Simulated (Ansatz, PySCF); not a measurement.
ZnH2, SMILES [ZnH2].

Geometry optimised at PBE-D3(BJ)/def2-TZVPD. The isomer is the one that the SMILES or the coordinates give; other isomers of the formula were not compared.

Vertical ionisation energy (IE) and electron affinity (EA) in eV. Rows of orbital energies are one-electron estimates. Where ΔSCF, EOM or ADC give a negative EA the extra electron is unbound and the value depends on the basis.

```tsv
level	IE	EA
−ε(HOMO), −ε(LUMO), ωB97X/def2-TZVPD (PySCF)	10.44	-0.78
−ε(HOMO), −ε(LUMO), M06-2X/def2-TZVPD (PySCF)	9.04	0.45
−ε(HOMO), −ε(LUMO), PBE/def2-TZVPD (PySCF)	…	…
ΔSCF, PBE0/def2-TZVPD (Ansatz), final states of multiplicity 2 and 2	10.60	-0.36
ΔSCF, PBE/def2-TZVPD (Ansatz), final states of multiplicity 2 and 2	10.52	-0.29
```

Task: Some entries are withheld; supply them. (Estimate from the structure and the level; the computed values follow.)

Result: 
- −ε(HOMO), −ε(LUMO), PBE/def2-TZVPD (PySCF), IE: 6.87
- −ε(HOMO), −ε(LUMO), PBE/def2-TZVPD (PySCF), EA: 1.45

Task: What vertical singlet–triplet gap does ΔSCF give with PBE0/def2-TZVPD (Ansatz, a program for electronic structure) and with PBE/def2-TZVPD (Ansatz)? (Estimate from the structure and the level; the computed values follow.)

Result: 5.54 and 5.36 eV (triplet above singlet where positive).
